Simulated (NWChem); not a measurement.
# Polarisability of HNP (+1)

```
P
N 1 1.4867
H 1 1.4416 2 180.00
```
Charge +1, spin multiplicity 1.

The numbers come from NWChem runs, not from measurements. All single points use one geometry, from PBE0/def2-SVP, a minimum by its harmonic frequencies.

Basis set: aug-cc-pVDZ. Static limit.

The correlated methods keep 6 core orbitals frozen. B3LYP has NWChem's definition, with VWN1-RPA local correlation. The structure started from a generated list of species. Coupled-cluster values serve here as a point of comparison, not as the truth.

| method | isotropic polarisability (bohr³) |
|---|---|
| CCSD linear response | ___ |
| B3LYP | 24.60 |
| HF | ___ |
| PBE0 | ___ |
| PBE | ___ |

Question: Fill in the missing entries.

Answer: 
- CCSD linear response, isotropic polarisability (bohr³): 25.19
- HF, isotropic polarisability (bohr³): 24.94
- PBE0, isotropic polarisability (bohr³): 24.45
- PBE, isotropic polarisability (bohr³): 24.55
